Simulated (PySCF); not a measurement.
A small calculation by hand: dipole moment from atomic charges

C2H5OS, SMILES O=S([CH2])C, multiplicity 2. Atoms are numbered in the order given.

```xyz
9

C      1.1940    -0.5769     0.9031
S      0.1424    -0.0939    -0.4060
C     -1.4852    -0.4932     0.3679
O      0.1917     1.3949    -0.6051
H      1.2337    -1.6405     1.1590
H      2.0660     0.0640     1.0589
H     -1.5977     0.1521     1.2489
H     -1.5250    -1.5588     0.6345
H     -2.2422    -0.2520    -0.3904
```
Charge 0, spin multiplicity 2.

The structure is a stationary point at B3LYP-D3(BJ)/def2-SVP. The isomer is the one that the SMILES or the coordinates give; other isomers of the formula were not compared.

Charges (e) from B3LYP/def2-TZVP (PySCF):

```tsv
atom	ESP fit	Mulliken
C1	-0.392	-0.333
S2	0.337	0.512
C3	-0.565	-0.336
O4	-0.413	-0.540
H5	0.178	0.132
H6	0.210	0.160
H7	0.228	0.144
H8	0.202	0.121
H9	0.215	0.140
```

The dipole moment of the full density is 3.76 D.

**Question.** What dipole moment does each set of point charges give, and which comes closer to that of the density?

**Answer.** 
μ = Σ q r, and 1 e Å = 4.8032 D.
ESP fit: Σ q r = (-0.161, -0.716, 0.309) e Å, |μ| = 3.82 D.
Mulliken: Σ q r = (-0.164, -0.852, 0.219) e Å, |μ| = 4.30 D.
ESP fit comes closer in size. Point charges leave out the atoms' own dipoles (lone pairs, polarised bonds); fits to the potential absorb them, partitions of the density don't.
